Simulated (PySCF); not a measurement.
## Finite-field polarisability of Ge (germanium, neutral)

[Ar] 3d10 4s2 4p2, high-spin 3P determinant. Computed with PySCF 2.14 in def2-TZVPPD (7s5p5d1f, 54 functions), with no relativity, point nucleus. Frozen: [Ar] 3d10. Energy changes in a uniform field (μhartree):

```json
{"axis": "x", "F (au)": "0.0025", "HF": "-102.248", "MP2": "-100.239", "CCSD": "-99.465", "CCSD(T)": "-99.380"}
{"axis": "x", "F (au)": "0.005", "HF": "-408.973", "MP2": "-400.937", "CCSD": "-397.845", "CCSD(T)": "-397.502"}
{"axis": "y", "F (au)": "0.0022", "HF": "-101.912", "MP2": "-99.517", "CCSD": "-99.104", "CCSD(T)": "-98.987"}
{"axis": "y", "F (au)": "0.0044", "HF": "-407.609", "MP2": "-398.024", "CCSD": "-396.378", "CCSD(T)": "-395.908"}
```

By symmetry the remaining axis equals y.

Derive α along x at CCSD(T) from the two fields.

With ΔE = −αF²/2 − γF⁴/24, α = −(16 ΔE(F) − ΔE(2F))/(6F²) = 31.80 bohr³.

And the mean polarisability at each level?

The components xx, yy, zz at CCSD(T) are 31.80, 40.91, 40.91, the third axis being equal by symmetry to one of the two computed. Means: HF 38.98, MP2 38.11, CCSD 37.91, CCSD(T) 37.87 bohr³. Reference: 40 ± 1 bohr³ (recommended; Schwerdtfeger and Nagle, table of static dipole polarizabilities (2023 update)).

CCSD(T) lies more than 5 % below the reference, which points to too few diffuse and polarisation functions.
